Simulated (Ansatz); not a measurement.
Cost and result for the atomization energy of C₃H₆BClO, SMILES `C=CB(Cl)CO` (12 atoms, 11 bonds).

```xyz
12

C     1.4807   -1.0332   -1.3786
C     0.7515   -0.1082   -0.7508
B    -0.4596   -0.4274    0.1468
Cl   -1.0713   -2.0797    0.2664
C    -1.2204    0.6505    0.9945
O    -0.6959    1.9683    0.9585
H     2.3338   -0.7759   -1.9993
H     1.2446   -2.0894   -1.2891
H     1.0283    0.9369   -0.8765
H    -2.2438    0.7164    0.6021
H    -1.3499    0.2944    2.0292
H     0.2020    1.9472    1.2966
```

Charge 0, multiplicity 1. The geometry is a stationary point of PBE0-D4/def2-TZVP. It is one conformer, not always the lowest. Program: Ansatz. All runs use 4 threads of an Arm Neoverse V1 on a shared host. Times are those of one run each, without the atoms' runs, and a repeat can differ threefold. Electronic energies, without spin–orbit coupling; frozen cores. CCSD(T)/CBS adds CCSD(T) − MP2 in def2-TZVPP to the MP2 limit, and its time is that of the two runs behind it. T1 = 0.012; the RHF reference is unstable towards UHF. B3LYP takes the VWN-RPA correlation (the form of Gaussian; ORCA's B3LYP/G).

CCSD(T)/CBS is a level of theory with its own doubt, some kJ/mol a heavy atom from the limit and from the frozen cores, so smaller differences don't rank the functionals.

| level | functions | wall time | atomization (kJ/mol) | difference from CCSD(T)/CBS | per bond |
| --- | --- | --- | --- | --- | --- |
| PBE-D4/def2-TZVPP (with forces) | 281 | 3.2 s | 4970.2 | 147.6 | 13.4 |
| PBE0-D4/def2-TZVPP | 281 | 3.8 s | 4877.4 | 54.8 | 5.0 |
| r2SCAN-D4/def2-TZVPP (with forces) | 281 | 6 s | 4864.9 | 42.3 | 3.8 |
| B3LYP-D4/def2-TZVPP (with forces) | 281 | 6.5 s | 4834.1 | 11.5 | 1.0 |
| B2PLYP/def2-TZVPP | 281 | 7.5 s | 4788.5 | -34.1 | -3.1 |
| ωB97X-V/def2-TZVPP | 281 | 9.5 s | 4834.7 | 12.1 | 1.1 |
| ωB97M-V/def2-TZVPP (with forces) | 281 | 14 s | 4855.2 | 32.6 | 3.0 |
| MP2/def2-QZVPP | 535 | 45 s | 4885.1 | 62.5 | 5.7 |
| CCSD(T)/def2-TZVPP | 281 | 5.6 min | 4706.6 | -116.0 | -10.5 |
| CCSD(T)/CBS(def2) | – | 6.4 min | 4822.6 | 0.0 | 0.0 |

In def2-TZVPP, CCSD(T) changes the Hartree–Fock value by +1131.4 kJ/mol (the triples alone add +78.3 kJ/mol) and MP2 by +1242.1 kJ/mol; breaking electron pairs costs correlation energy, which Hartree–Fock lacks. The D4 term adds +40.8 kJ/mol with B3LYP and +21.5 kJ/mol with PBE0; it sums over pairs of atoms, weighted by their polarisabilities, and B3LYP, whose exchange is more repulsive, gets the larger term. From PBE to PBE0 (25 % exact exchange), in def2-TZVPP and without D4, the atomization energy moves by −88.9 kJ/mol: exact exchange takes away binding that semilocal exchange gives to molecules.
